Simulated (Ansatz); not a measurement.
cis-Zr(PH3)2Cl4 (ZrP2H6Cl4): single points at one geometry.

```yaml
crystal:
  periodic: [false, false, false]
  atoms:
    - {symbol: Cl, position_ang: [-0.633572, 0.154908, -3.340236]}
    - {symbol: Cl, position_ang: [-3.335536, -0.161430, -0.655491]}
    - {symbol: Cl, position_ang: [-0.624368, 2.300599, -0.357949]}
    - {symbol: Cl, position_ang: [-0.349015, -2.301316, -0.622347]}
    - {symbol: P, position_ang: [-0.912548, -0.156661, 1.840463]}
    - {symbol: P, position_ang: [1.846430, 0.157168, -0.900317]}
    - {symbol: Zr, position_ang: [-0.997527, -0.001391, -1.004291]}
    - {symbol: H, position_ang: [-1.567425, 0.845870, 2.621456]}
    - {symbol: H, position_ang: [0.355166, -0.110718, 2.505686]}
    - {symbol: H, position_ang: [-1.425503, -1.316998, 2.499865]}
    - {symbol: H, position_ang: [2.503131, 0.115882, 0.372024]}
    - {symbol: H, position_ang: [2.505828, 1.318462, -1.411177]}
    - {symbol: H, position_ang: [2.634939, -0.844363, -1.547698]}
basis:
  gaussian: {orbitals: def2-TZVP, initial_orbitals: start.molden}
hamiltonian: {xc: pbe0, dispersion: d4}
scf: {omitted_lower_state_checks: [starts]}
output: {orbitals: {seedname: orbitals}}
```

The file start.molden holds the orbitals of an earlier run on this structure, at another level or in another basis.

```sh
$ ansatz run in.yaml --threads 4 --pin off --events-out ev --progress --plain --max-ram 4787MiB
```

It prints (some lines left out):

```
Functional definition: PBE0
2299 factors; their error is unknown
mean field evaluation 1: about -70028.8730 eV, gradient 2.2e2 eV
mean field evaluation 2: about -70033.0917 eV, gradient 6.0e0 eV
mean field evaluation 4: about -70033.3978 eV, gradient 2.1e-1 eV
mean field evaluation 8: about -70033.3980 eV, gradient 9.1e-6 eV
mean field -70033.39800783 eV, -2573.6799064457 hartree, gradient 9.1e-6 eV, S^2 0.000000; 0 other end points of the search recorded, 0 dependent functions left out
reference -70033.39806163 eV, -2573.6799084226 hartree; 58, 58 occupied and 240, 240 virtual orbitals, 2299 factors
Total energy: -70033.95085504 eV, -2573.7002232057 hartree
Checks for a lower state left out: starts
```

Run time 11 s (4 threads of Arm Neoverse V2 on a shared host), peak host memory 1.4 GiB.

The first input with `correlation: {method: mp2}` and without the key `hamiltonian` (abridged; 8 s):

```
Functional definition: HF
mean field -69930.45267362 eV, -2569.8967351922 hartree, gradient 1.2e-6 eV, S^2 0.000000
30 core orbitals not correlated: weight in the atoms' cores, before any rotation towards them, 1.000 or more for the frozen orbitals, at most 0.000 for the correlated occupied ones
second order -37.80350310 eV of doubles, -0.00000000 eV of singles
Total energy: -69968.25617672 eV, -2571.2859883070 hartree
Checks for a lower state left out: starts
```

The first input with `hamiltonian: {xc: lda}` (abridged; 2.8 s):

```
Functional definition: SPW92
mean field -69822.76922573 eV, -2565.9394414727 hartree, gradient 2.1e-5 eV, S^2 0.000000
Total energy: -69822.76929502 eV, -2565.9394440193 hartree
Checks for a lower state left out: starts
```

The first input with `hamiltonian: {xc: pbe, dispersion: d4}`, `output: {forces: true, orbitals: {seedname: orbitals}}` (abridged; 6 s):

```
Functional definition: PBE
mean field -70028.31715076 eV, -2573.4931883922 hartree, gradient 1.3e-5 eV, S^2 0.000000
Total energy: -70028.94055325 eV, -2573.5160980110 hartree
Atom 0 force    -0.013132    -0.003230     0.042215 eV/Å
Atom 1 force     0.042200     0.003110    -0.013005 eV/Å
Atom 2 force     0.004180     0.005186     0.001925 eV/Å
Atom 3 force     0.000709    -0.009422     0.002859 eV/Å
Atom 4 force     0.043888    -0.016350     0.264095 eV/Å
Atom 5 force     0.264020     0.023562     0.045996 eV/Å
Atom 6 force    -0.063008    -0.000828    -0.063582 eV/Å
Atom 7 force     0.088409    -0.132994    -0.099847 eV/Å
Atom 8 force    -0.178537    -0.007626    -0.075963 eV/Å
Atom 9 force     0.070023     0.155961    -0.082512 eV/Å
Atom 10 force    -0.075240     0.006900    -0.179488 eV/Å
Atom 11 force    -0.080650    -0.156810     0.070145 eV/Å
Atom 12 force    -0.102862     0.132540     0.087161 eV/Å
Dipole moment:     0.788670     0.000904     0.794018 e Å
Checks for a lower state left out: starts
```

Geometry: PBE-D4/def2-SVP.

In the def2 sets Zr takes a core potential; there is no spin–orbit coupling. Correlated methods freeze 30 core orbitals; core or outer-core shells of Zr are correlated, in sets that lack core-valence functions.
